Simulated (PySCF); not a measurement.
# Ionisation energy of As²⁺ by level of theory

As²⁺ [Ar] 3d10 4s2 4p1 (2P) → As³⁺ [Ar] 3d10 4s2 (1S), as a difference of total energies. Computed with PySCF 2.14 in ANO-RCC-VTZP, with scalar relativity by spin-free X2C-1e. Correlated levels: valence: [Ar] 3d10 frozen; valence and next inner shell: [Ne] frozen. The calculations carry no spin-orbit coupling.

Question: Order these methods by the ionisation energy they give, lowest first.
A. r2SCAN
B. MP2 (valence and next inner shell)
C. SCS-MP2 (valence)
D. M06

Answer: C (27.716 eV), B (27.829 eV), D (27.951 eV), A (28.304 eV).

A first-order spin-orbit estimate (lowest level to lowest level, LS coupling) adds 0.219 eV.

Errors of the correlated levels include the incompleteness of this basis and the frozen core.

For comparison: 28.349 ± 0.012 eV (measured; NIST Atomic Spectra Database, ionization energies).
